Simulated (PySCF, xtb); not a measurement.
Al(H)(OH)(SMe) (CH₅AlOS), SMILES C[S][AlH][OH]. The values are those of a single conformer.

Harmonic wavenumbers (cm⁻¹) from GFN2-xTB run with xtb at its own minimum, in rising order: 43, 98, 122, 209, 402, 423, 474, 485, 580, 700, 897, 934, 945, 1311, 1438, 1455, 1922, 3006, 3041, 3043, 3758.

Question: What does PBE0-D3(BJ)/def2-SVP (PySCF) give at its own minimum? (Estimate from the structure and the level; the computed values follow.)

Answer: 90, 128, 145, 259, 309, 476, 490, 514, 669, 722, 871, 968, 991, 1337, 1457, 1460, 1972, 3073, 3189, 3196, 3992. Paired by order, the mean absolute difference is 60 cm⁻¹ and the zero-point energies are 36.1 and 37.6 kcal/mol.
